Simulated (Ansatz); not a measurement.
`[AlH2][O][GaH][SiH3]`. Charge 0, multiplicity 1. The structure was optimised at the PBE0-D4/def2-TZVP level. It is one conformer, not always the lowest.

```xyz
10

Al   -0.259   -2.716   -0.360
O    -0.218   -1.073   -0.687
Ga   -0.196    0.673   -1.000
Si    0.338    2.028    0.918
H     1.081   -3.551   -0.492
H    -1.634   -3.371    0.074
H    -0.513    1.075   -2.483
H     1.794    1.918    1.216
H     0.019    3.465    0.700
H    -0.412    1.553    2.114
```

**Question.** What is the dipole moment at ωB97M-V/def2-TZVPP? (Best estimate.)

**Answer.** Ansatz gave: 0.99 D, with components (-0.01, 0.98, -0.16) D in this frame, pointing from negative to positive charge.

**Question.** And with PBE, r2SCAN, B3LYP? (An estimate is asked.)

**Answer.** The calculation gave: PBE 0.88 D, r2SCAN 0.94 D, B3LYP 0.95 D.

**Question.** Give the Mulliken charges with ωB97M-V, r2SCAN, PBE in def2-TZVPP. (Estimate.)

**Answer.** Ansatz gave: 
```
atom  ωB97M-V  r2SCAN    PBE
 Al1     0.41    0.52   0.36
  O2    -0.37   -0.40  -0.26
 Ga3     0.28    0.34   0.25
 Si4    -0.02    0.08   0.02
  H5    -0.12   -0.16  -0.12
  H6    -0.12   -0.16  -0.12
  H7    -0.02   -0.06  -0.03
  H8    -0.01   -0.05  -0.03
  H9    -0.01   -0.05  -0.03
 H10    -0.01   -0.05  -0.03
```

B3LYP here is the variant with VWN-RPA as its local correlation; programs differ in this.
